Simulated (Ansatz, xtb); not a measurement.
# Relative energy of two structures of BFOTe

Structure I is a triplet given by its coordinates and structure II is `FB1O[Te]1`, a singlet. Both are isolated molecules in the gas phase, relaxed with PBE0-D3(BJ)/def2-SVP.

I (Å):

```yaml
atoms:
  - { symbol: B, position_ang: [-2.4675, 1.8915, -0.3088] }
  - { symbol: F, position_ang: [-2.2357, 1.6450, 0.9626] }
  - { symbol: O, position_ang: [-2.0568, 1.5644, -1.4604] }
  - { symbol: Te, position_ang: [-4.0504, 3.3206, -1.0940] }
```

Close contacts (Å): B1–F2 1.32, B1–O3 1.27, B1–Te4 2.27.

II (Å):

```xyz
4

B    -2.5297    1.9428   -0.1832
F    -2.1130    1.5362    0.9818
O    -2.2606    1.7445   -1.4404
Te   -3.9071    3.1978   -1.2588
```

**Question.** Which of the two would you expect CCSD(T)/def2-TZVPP electronic energies to favour?

**Answer.** Structure II; the calculation gives E(II) − E(I) = −0.474 eV.

How the difference moves with the method:

```tsv
level	geometry	E(II) − E(I) (eV)	departure from the last row (eV)	job, with rough time for the two
PBE0-D3(BJ)/def2-SVP	PBE0-D3(BJ)/def2-SVP	−0.260	+0.214	optimisation, 1.8 min
HF/def2-TZVPP	PBE0-D3(BJ)/def2-SVP	+0.241	+0.714	part of the CCSD(T) run
MP2/def2-TZVPP	PBE0-D3(BJ)/def2-SVP	−0.516	−0.043	part of the CCSD(T) run
CCSD(T)/def2-TZVPP	PBE0-D3(BJ)/def2-SVP	−0.474		single point, 5.5 min
```

HF/def2-TZVPP puts the two in the other order. The largest departure from CCSD(T)/def2-TZVPP is that of HF/def2-TZVPP, 0.714 eV. Levels run at GFN2-xTB geometries aren't shown. The triplet state of I needn't be its ground state.

With harmonic frequencies from PBE0-D3(BJ)/def2-SVP (ideal gas, rigid rotor, one conformer each, 298.15 K, 1 atm): on the last row, ΔE + ΔZPE = −0.457, ΔH = −0.465, ΔG = −0.413 eV.

Open shells are spin-unrestricted. The correlated steps freeze 7 core orbitals; the filled d shell of Te is correlated, in a basis made for valence electrons. Atoms past krypton carry core potentials in the def2 sets and no spin–orbit term is included. ΔG holds the spin degeneracy. Run with Ansatz 0.2.0; the last row on 1 thread of Intel(R) Xeon(R) Processor @ 2.50GHz (Skylake/Cascade Lake) on a shared host.
